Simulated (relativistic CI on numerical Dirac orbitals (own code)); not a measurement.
## Ho LII: q coefficients and field-shift factors

These numbers are calculated, not measured: Dirac-Coulomb-Breit CI, KLI orbitals optimised for each configuration, derivatives by finite differences, unscaled Slater integrals, QED left out (own radial code, finite nucleus).

Configuration list (outside the closed core [Ne]): 3s²3p⁴, 3s3p⁵, 3s²3p³3d, 3p⁶, 3s3p⁴3d, 3p⁵3d, 3p⁴3d², 3p³3d³. Double excitations out of closed p, d and f shells are left out; levels of such configurations are missing from the list, as are those of other unlisted configurations, and high levels can miss mixing partners.

With x = (α/α₀)² − 1 an excitation energy changes as ω = ω₀ + qx; K = 2q/ω₀ is the relative enhancement. Terms are leading LS components, so labels can repeat. The field-shift factor is F = δν/δ⟨r²⟩ for the transition from the lowest level.

Lowest level 3s²3p⁴ ³P2.

```
        Level  ω₀ (cm⁻¹)   q (cm⁻¹)       K  F (GHz/fm²)
   3s²3p⁴ ¹S0     156134       9787   0.125        -1.03
3s²3p³3d ³D°2    1672801      80960  0.0968           14
   3s²3p⁴ ³P1    1731959  2.069e+06    2.39         -182
3s²3p³3d ³D°1    1732118     101400   0.117        -10.6
3s²3p³3d ³F°3    1735612      89100   0.103         19.4
3s²3p³3d ³P°0    1736238      89680   0.103         18.5
   3s²3p⁴ ¹D2    1804803  2.064e+06    2.29         -183
3s²3p³3d ³F°4    2106160     489500   0.465         25.8
3s²3p³3d ³D°2    2148743     551400   0.513        -76.8
3s²3p³3d ³D°3    2301186     514200   0.447         22.2
3s²3p³3d ³D°1    2374192     532700   0.449        0.888
   3s3p⁵ ³P°2    3046703  2.249e+06    1.48        -3080
   3s3p⁵ ¹P°1    3186994  2.243e+06    1.41        -2340
```

At this charge energies of transitions that change n are usually good to better than 1 %, and those within a shell (Δn = 0) to a few per cent.
